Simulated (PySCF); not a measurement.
F₂HInSe, SMILES [F][In]([SeH])[F].

The structure is a stationary point at B3LYP-D3(BJ)/def2-SVP. The structure was generated by enumeration; whether it is a known compound was not checked. The def2 effective core potentials stand for the cores of In; spin–orbit coupling is left out. One conformer was computed; it need not be the lowest.

These are HF/def2-TZVP run with PySCF values and carry that method's errors.

Isolated molecule, no solvent.

```
Item                                                                                                            Result
---------------------------------------------------------------------------------------------  -----------------------
total energy                                                                                       -2788.70348 hartree
point group                                                                                                         Cs
highest occupied level                                                                                       -10.68 eV
lowest empty level                                                                                             0.42 eV
orbital gap                                                                                                   11.10 eV
dipole moment                                                                                                   3.09 D
quadrupole, principal values (traceless, Buckingham form, about the centre of nuclear charge)  -8.05, -3.46, 11.51 D·Å
mean static polarisability                                                                        52.3 bohr³ (7.75 Å³)
polarisability, principal values                                                                40.2, 47.8, 69.0 bohr³
```
